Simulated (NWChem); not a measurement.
System meant: C2H6O2Si; SMILES O=C(O)C[SiH3]

Input file for NWChem:

```
start job
memory heap 200 mb stack 900 mb global 1100 mb
geometry units angstroms noautoz
  O     -1.316079     0.915220     0.000000
  C     -0.101907     1.026280     0.000000
  O      0.519391     2.231620     0.000000
  C      0.871520    -0.128951     0.000000
  Si    -0.024273    -1.810948     0.000000
  H     -0.203295     2.897335     0.000000
  H      1.542856    -0.037587     0.880832
  H      1.542856    -0.037587    -0.880832
  H     -0.868082    -1.961368    -1.231647
  H     -0.868082    -1.961368     1.231647
  H      1.026914    -2.889517     0.000000
end
basis spherical
  * library def2-svp
end
dft
  odft
  mult 2
  xc pbe0
  iterations 150
  mulliken
end
task dft energy
```

End of the output:

```
                                 NWChem DFT Module
                                 -----------------

 Summary of "ao basis" -> "ao basis" (spherical)
 ------------------------------------------------------------------------------
       Tag                 Description            Shells   Functions and Types
 ---------------- ------------------------------  ------  ---------------------
 O                          def2-svp                 6       14   3s2p1d
 C                          def2-svp                 6       14   3s2p1d
 Si                         def2-svp                 8       18   4s3p1d
 H                          def2-svp                 3        5   2s1p

 Summary of "ao basis" -> "ao basis" (spherical)
 ------------------------------------------------------------------------------
       Tag                 Description            Shells   Functions and Types
 ---------------- ------------------------------  ------  ---------------------
 O                          def2-svp                 6       14   3s2p1d
 C                          def2-svp                 6       14   3s2p1d
 Si                         def2-svp                 8       18   4s3p1d
 H                          def2-svp                 3        5   2s1p

      Symmetry analysis of basis
      --------------------------

        a'         71
        a"         33

  number of electrons :                   48
  multiplicity        :                    2
 ------------------------------------------------------------------------
  no. of electrons and multiplicity not compatible                  48
 ------------------------------------------------------------------------
 ------------------------------------------------------------------------
  current input line :
    26: task dft energy
 ------------------------------------------------------------------------
 ------------------------------------------------------------------------
 There is an error in the input file
 ------------------------------------------------------------------------
 For more information see the NWChem manual at https://nwchemgit.github.io

0: no. of electrons and multiplicity not compatible:Received an Error in Communication
```

Can this run be used? If not, why, and what is the fix?

The program refused the input. Cause: the multiplicity doesn't fit the number of electrons (an even count wants an odd multiplicity, and the reverse). This input runs:
```
start job
memory heap 200 mb stack 900 mb global 1100 mb
geometry units angstroms noautoz
  O     -1.316079     0.915220     0.000000
  C     -0.101907     1.026280     0.000000
  O      0.519391     2.231620     0.000000
  C      0.871520    -0.128951     0.000000
  Si    -0.024273    -1.810948     0.000000
  H     -0.203295     2.897335     0.000000
  H      1.542856    -0.037587     0.880832
  H      1.542856    -0.037587    -0.880832
  H     -0.868082    -1.961368    -1.231647
  H     -0.868082    -1.961368     1.231647
  H      1.026914    -2.889517     0.000000
end
basis spherical
  O library def2-svp
  C library def2-svp
  Si library def2-svp
  H library def2-svp
end
dft
  xc pbe0
  iterations 150
  mulliken
end
task dft energy
```
It converges to -519.13982 Ha (PBE0/def2-SVP).
